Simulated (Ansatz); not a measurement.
A nudged elastic band was laid between two geometries of CuH₄NO (7 atoms, charge 0, multiplicity 1).

All numbers below come from RKS PBE/def2-SVP in Ansatz 0.2.0.

```json
{"movable images": "5", "climbing image": "yes", "spring": "5.0 eV/Å²", "optimiser": "quadratic models (default)", "start path": "through a guess of the saddle point", "force threshold": "0.05 eV/Å", "iteration limit": "60", "end points": "relaxed"}
```

Image 0:

```xyz
7
Properties=species:S:1:pos:R:3
N -1.344 1.179 -0.604
Cu -0.162 -0.044 0.044
O 1.047 -1.497 0.616
H -0.796 2.003 -0.913
H -1.866 1.552 0.211
H 1.197 -2.098 -0.144
H 1.922 -1.094 0.791
```

Image 6:

```xyz
7
Properties=species:S:1:pos:R:3
N -1.021 1.579 -0.156
Cu -0.090 0.045 0.145
O 1.031 -1.518 0.596
H -0.983 1.766 -1.175
H -2.023 1.355 -0.008
H 1.156 -2.027 -0.232
H 1.929 -1.200 0.830
```

Q: What changes between the two ends?

A: No bond is made or broken. The height of N1 over the plane of its neighbours goes from -0.48 to 0.48 Å. The two ends are copies of one structure, up to a mirror image or an exchange of like atoms.

Q: What energy profile does the band end with?

A: The forces met the threshold. The highest image is number 3 of 0 to 6, 4.3 kcal/mol above the ends, which have the same energy within 2 meV. A vibrational analysis at the climbing image gives one clearly imaginary mode, 577i cm⁻¹: a first-order saddle point.

```tsv
image	path coordinate (Å)	energy (kcal/mol)	height of N1 over the plane of its neighbours (Å)
0	0.00	0.0	-0.48
1	0.18	0.5	-0.39
2	0.37	2.7	-0.21
3	0.55	4.3	0.00
4	0.74	2.7	0.21
5	0.92	0.5	0.39
6	1.10	0.0	0.48
```

Q: What is the geometry of the highest image?

A: 
```xyz
7
Properties=species:S:1:pos:R:3
N -1.144 1.319 -0.351
Cu -0.097 -0.040 0.111
O 1.062 -1.539 0.607
H -0.932 1.989 -1.091
H -2.040 1.529 0.090
H 1.207 -2.081 -0.196
H 1.945 -1.177 0.829
```

Q: What are the harmonic wavenumbers there?

A: 577i, 141, 150, 162, 398, 448, 549, 643, 673, 1442, 1552, 3501, 3601, 3621, 3706 cm⁻¹.

The run took 100 s on 1 thread of Arm Neoverse V1 (shared host), peak memory 0.25 GiB.
